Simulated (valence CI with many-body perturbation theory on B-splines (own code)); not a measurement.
La42+: input, log and results

Computed by relativistic CI+MBPT: five valence electrons over a frozen Dirac-Fock core [Ne], a basis of 9 s, 9 p, 8 d, 6 f, 3 g, 1 h functions for each j, with the one-electron correlation potential Σ1 (screened to all orders), the two-electron term Σ2, the three-electron term Σ3, Breit, model QED; selected single and double excitations, second order for the rest (own B-spline code, finite nucleus).

Command, and the settings that its task file holds:

```sh
python run_cv.py task.json out
```

```
atom La  Z=57  mass_number=139  rms_radius_fm=4.8550
core [Ne]
valence 3s2 3p3
avg = 1
basis = M
breit = 1
cap = 40000
capref = 1200
cscale = 1
de = 0.0
dress = 0
eps = 2e-08
h = 0.27
hh = 1
l2 = 3
lcore = 6
maxit = 60
n2 = 5
natural = 1
nlev = 45
nno = [5, 5, 5, 4, 2, 1]
nroot = 26
nsp = [4, 4, 3, 2, 1, 0]
pt2 = 1
qed = 1
rpa = 1
s1 = 1
s2 = 1
s3 = 1
screen = 1
tol = 2e-05
```

It took 3.1 min on 1 thread of Arm Neoverse V2, on a shared host.

Log. The first blocks belong to the next ion, which gives the ionisation energy. Fields: 2J, parity (1 odd), roots, reference size, generating configurations, candidates as configurations/state functions, variational space P, stored matrix elements, Davidson steps; e2 is the range of second-order energies in hartree. The first line gives the box (bohr), its intervals, the orbitals and the steps of their self-consistent field. Window is the range of levels sought, series limit the energy at which the first omitted orbital would enter, core excitation an estimate of the first excitation out of the core, left out the lowest levels not solved, and shifts from estimates the range by which levels moved from their first estimate, all in cm⁻¹.

```
rmax 2.7 intervals 57 orbitals 63 references ['3s2 3p3', '3s 3p4', '3s2 3p2 3d', '3s 3p3 3d', '3p5'] scf 4 t 0.8
2J=0 par=0 roots 2 ref 24 generators 8 cand 9760/16091 P 2400/3473 nnz 1.2e+06 it 5
2J=0 par=0 roots 2 ref 24 generators 8 cand 7380/12642 P 3535/5300 nnz 2.2e+06 it 5
   second order: generators 17 cand 12496/22955 e2 -0.00003 -0.00002
reference levels 772, estimated 139, window 3256173 1/cm; series limit 19794647, core excitation 38045080
2J=3 par=1 roots 7 ref 110 generators 20 cand 26843/254319 P 1926/7995 nnz 5.7e+06 it 10
2J=3 par=1 roots 7 ref 110 generators 29 cand 26405/265217 P 7100/39997 nnz 9.4e+07 it 11
   second order: generators 35 cand 33048/439163 e2 -0.00229 -0.00024
2J=5 par=1 roots 5 ref 114 generators 15 cand 26447/311088 P 1676/7998 nnz 6.1e+06 it 5
2J=5 par=1 roots 5 ref 114 generators 24 cand 27016/328670 P 6191/39999 nnz 1e+08 it 10
   second order: generators 32 cand 35145/542484 e2 -0.00288 -0.00073
2J=1 par=1 roots 4 ref 67 generators 17 cand 24874/142075 P 2487/7998 nnz 5.4e+06 it 6
2J=1 par=1 roots 4 ref 67 generators 24 cand 24149/145591 P 9474/39990 nnz 8.4e+07 it 8
   second order: generators 32 cand 33539/279402 e2 -0.00041 -0.00010
2J=3 par=0 roots 12 ref 71 generators 23 cand 26811/263308 P 1887/8000 nnz 5.8e+06 it 8
2J=3 par=0 roots 12 ref 71 generators 30 cand 30716/341380 P 6873/39992 nnz 9.5e+07 it 9
   second order: generators 47 cand 40863/595573 e2 -0.00310 -0.00070
2J=5 par=0 roots 11 ref 74 generators 24 cand 28153/339312 P 1799/8000 nnz 5.9e+06 it 9
2J=5 par=0 roots 11 ref 74 generators 28 cand 27863/336081 P 6310/39998 nnz 9.7e+07 it 10
   second order: generators 47 cand 42694/715097 e2 -0.00464 -0.00136
2J=1 par=0 roots 8 ref 44 generators 21 cand 24124/141038 P 2554/8000 nnz 5.2e+06 it 8
2J=1 par=0 roots 8 ref 44 generators 24 cand 23448/144533 P 9447/39997 nnz 8.9e+07 it 9
   second order: generators 38 cand 32815/262741 e2 -0.00028 -0.00014
2J=7 par=0 roots 6 ref 54 generators 15 cand 24817/299316 P 1674/7996 nnz 6.2e+06 it 5
2J=7 par=0 roots 6 ref 54 generators 21 cand 26408/332650 P 5600/39989 nnz 1e+08 it 7
   second order: generators 35 cand 41923/777808 e2 -0.00418 -0.00119
2J=9 par=0 roots 3 ref 34 generators 11 cand 22449/258822 P 1746/7997 nnz 6.3e+06 it 5
2J=9 par=0 roots 3 ref 34 generators 18 cand 25513/297155 P 6005/39996 nnz 1.1e+08 it 7
   second order: generators 30 cand 37208/635854 e2 -0.00207 -0.00059
2J=7 par=1 roots 3 ref 93 generators 12 cand 25863/314059 P 1604/7983 nnz 6.7e+06 it 7
2J=7 par=1 roots 3 ref 93 generators 22 cand 26461/332743 P 5537/39997 nnz 1.2e+08 it 8
   second order: generators 27 cand 36012/617166 e2 -0.00153 -0.00105
2J=9 par=1 roots 2 ref 57 generators 10 cand 22540/251415 P 1812/7999 nnz 6.6e+06 it 5
2J=9 par=1 roots 2 ref 57 generators 13 cand 23165/286786 P 5757/39989 nnz 1.1e+08 it 6
   second order: generators 23 cand 31748/528885 e2 -0.00185 -0.00074
left out: unestimated 4717944, estimated 3488844, shifts from estimates -19 to 132
operators 0.6
```

The Davidson iterations converged.

No measured spectrum was set against this ion. As an estimate, large intervals hold to a few tenths of a per cent, small ones and those within an open d or f shell to about a per cent. Among the levels kept, up to 630 cm⁻¹ of a level comes from second order outside the variational space, and about a tenth of that is noise between levels of different J, which matters for small intervals.

| Property | Result |
| --- | --- |
| Valence energy | -649.3065 hartree |
| Ionisation energy | 3224.5 eV (NIST: 3222 ± 4 eV (theoretical)) |
| Reference configurations for the orbitals | 3s2 3p3, 3s 3p4, 3s2 3p2 3d, 3s 3p3 3d, 3p5 |
| Radial orbitals | 63 |
| Box radius | 2.665 bohr |
| Largest variational space | 39999 |
| Lowest levels | (3s^2 3p1/2^2 3p3/2) J=3/2 0, (3s^2 3p1/2 3p3/2^2) J=3/2 753840, (3s^2 3p1/2 3p3/2^2) J=5/2 824450, (3s^2 3p1/2 3p3/2^2) J=1/2 911720, (3s^2 3p1/2^2 3d3/2) J=3/2 1316500, (3s^2 3p1/2^2 3d5/2) J=5/2 1539400, (3s^2 3p3/2^3) J=3/2 1675800, (3s 3p1/2^2 3p3/2^2) J=5/2 1721900, (3s 3p1/2^2 3p3/2^2) J=1/2 1867400, (3s 3p1/2^2 3p3/2^2) J=3/2 1872400, (3s^2 3p1/2 3p3/2 3d3/2) J=5/2 [a] 2064400, (3s^2 3p1/2 3p3/2 3d3/2) J=3/2 [a] 2074600, (3s^2 3p1/2 3p3/2 3d3/2) J=1/2 [a] 2078600, (3s^2 3p1/2 3p3/2 3d3/2) J=7/2 2132900 cm⁻¹ |

Levels are named by their leading jj configuration (3d3/2^4 stands for four electrons in 3d with j = 3/2), which in mixed levels can hold well under half, so a name can repeat and another be missing. Letters in brackets count levels of one name in rising energy.
